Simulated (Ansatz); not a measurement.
Basis-set extrapolation for CH6BNOSi, SMILES `B[Si]1(O)CN1` (PBE0-D4/def2-TZVP geometry, frozen core, Ansatz). Multiplicity 1, RHF reference.

```json
{"": "HF", "def2-TZVPP": "-484.364036", "def2-QZVPP": "-484.382802"}
{"": "MP2 correlation", "def2-TZVPP": "-0.829572", "def2-QZVPP": "-0.890110"}
{"": "CCSD(T) correlation", "def2-TZVPP": "-0.903054", "def2-QZVPP": "not run"}
```

Energies in hartree. Use E(X) = E(∞) + A·exp(−7.88·√X) for Hartree–Fock and E(X) = E(∞) + B·X^(−2.97) for correlation, with X = 3 and 4, and add CCSD(T) minus MP2 of the smaller set to the MP2 limit.

What is the CCSD(T) energy at the basis-set limit?

HF limit: -484.382802 + (-0.018766) × 0.13774 = -484.38539. MP2 limit: -0.890110 + (-0.060538) × 0.74074 = -0.93495. Higher-order term: -0.903054 − (-0.829572) = -0.07348. Total: -485.39382 hartree, 332.7 kJ/mol below CCSD(T)/def2-TZVPP.
